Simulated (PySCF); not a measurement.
# [Mo(F)6] (charge 0, multiplicity 1)

All values below come from PBE-D3(BJ)/def2-TZVP // BP86-D3(BJ)/def2-SVP (PySCF).

```json
{
 "HOMO": "-10.68 eV",
 "dipole_moment": "0.00 D",
 "HOMO–LUMO gap": "4.33 eV",
 "LUMO": "-6.35 eV",
 "charge on the central atom (Mulliken)": "1.81 e",
 "total_energy": "-667.2719 Ha",
 "cost": "very roughly 2.4 core-minutes"
}
```

```xyz
7

Mo    -0.0001    -0.0007     0.0005
F      0.3600     0.8012     1.6200
F      1.4470    -1.1183     0.2297
F     -1.4477     1.1163    -0.2289
F      1.0843     1.2280    -0.8440
F     -0.3607    -0.8020    -1.6192
F     -1.0848    -1.2290     0.8452
```
Charge 0, spin multiplicity 1.
